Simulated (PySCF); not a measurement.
Heptacarbon, C₇ (singlet state).
Geometry (PBE0-D3(BJ)/def2-SVP, Å), atoms numbered from 1 in this order:
```xyz
7
C7 angstrom
C      3.565   -0.063   -1.380
C      2.375   -0.043   -0.878
C      1.184   -0.023   -0.375
C      0.005   -0.002    0.123
C     -1.174    0.015    0.619
C     -2.365    0.032    1.121
C     -3.557    0.049    1.620
```

All values: PBE0/pcSseg-1 and CAM-B3LYP/def2-SVPD (PySCF, non-relativistic), on one gas-phase PBE0-D3(BJ)/def2-SVP geometry that isn't relaxed in the solvent. The solvent is an IEF-PCM continuum (cavity from Bondi-type radii × 1.2). Only the electrostatic response of the medium enters.

Gas phase at PBE0/pcSseg-1: HOMO -8.61 eV, LUMO -5.10 eV, dipole 0.01 D.

Task: What does the continuum do to the energy, the frontier levels and the dipole at PBE0/pcSseg-1 in chloroform and acetonitrile?

Result: 
| solvent | ε | E(solvent) − E(gas) (kcal/mol) | polarisation term (kcal/mol) | distortion of the solute (kcal/mol) | HOMO (eV) | LUMO (eV) | dipole (D) |
| --- | --- | --- | --- | --- | --- | --- | --- |
| chloroform | 4.711 | -3.16 | -3.90 | 0.74 | -8.41 | -4.92 | 0.01 |
| acetonitrile | 35.69 | -4.47 | -5.99 | 1.52 | -8.35 | -4.86 | 0.01 |

The first energy column is the sum of the next two and covers electrostatics alone. From chloroform to acetonitrile the lowering changes by a factor 1.42, Onsager's factor (ε − 1)/(2ε + 1) by 1.35 and ε itself by 7.6. Charge and dipole vanish, so a point-dipole model would give no lowering at all.

Task: Which ESP-fitted charges (PBE0/pcSseg-1) respond most in acetonitrile (means over atoms taken as equivalent)?

Result: 
```
atoms                               environment  gas (e)  solvent (e)  change
   C4  central carbon of cumulated double bonds   +0.895       +1.002  +0.107
C1/C7                        carbon bonded to C   -0.415       -0.515  -0.100
C2/C6  central carbon of cumulated double bonds   +0.724       +0.818  +0.094
C3/C5  central carbon of cumulated double bonds   -0.757       -0.803  -0.046
```

Task: Which Mayer bond orders change most in acetonitrile?

Result: 
```json
{"bond": "C1–C2", "length (Å)": "1.292", "gas": "2.172", "solvent": "2.326", "change": "+0.154"}
{"bond": "C6–C7", "length (Å)": "1.292", "gas": "2.173", "solvent": "2.326", "change": "+0.153"}
{"bond": "C2–C3", "length (Å)": "1.293", "gas": "1.107", "solvent": "1.073", "change": "-0.034"}
{"bond": "C5–C6", "length (Å)": "1.293", "gas": "1.106", "solvent": "1.073", "change": "-0.033"}
{"bond": "C3–C4", "length (Å)": "1.279", "gas": "1.371", "solvent": "1.358", "change": "-0.013"}
{"bond": "C4–C5", "length (Å)": "1.279", "gas": "1.371", "solvent": "1.358", "change": "-0.013"}
```

Gas phase at CAM-B3LYP/def2-SVPD: HOMO -9.59 eV, LUMO -4.24 eV, dipole 0.01 D.

Task: What does the continuum do to the energy, the frontier levels and the dipole at CAM-B3LYP/def2-SVPD in acetonitrile?

Result: 
| solvent | ε | E(solvent) − E(gas) (kcal/mol) | polarisation term (kcal/mol) | distortion of the solute (kcal/mol) | HOMO (eV) | LUMO (eV) | dipole (D) |
| --- | --- | --- | --- | --- | --- | --- | --- |
| acetonitrile | 35.69 | -5.11 | -6.88 | 1.77 | -9.32 | -3.98 | 0.01 |

Task: How does the static polarisability (CAM-B3LYP/def2-SVPD, frozen core, with the continuum's full static response) change?

Result: 
```json
{"medium": "gas", "isotropic (au)": "128.1", "principal values (au)": "45.4, 45.4, 293.6", "⟨r²⟩ of the electrons (bohr²)": "1102.3"}
{"medium": "acetonitrile", "isotropic (au)": "223.8", "principal values (au)": "58.8, 58.8, 554.0", "⟨r²⟩ of the electrons (bohr²)": "1109.7"}
```

The isotropic value in acetonitrile is 1.75 times the gas-phase one; no cavity-field correction is applied. ⟨r²⟩ is taken about the centre of nuclear charge.
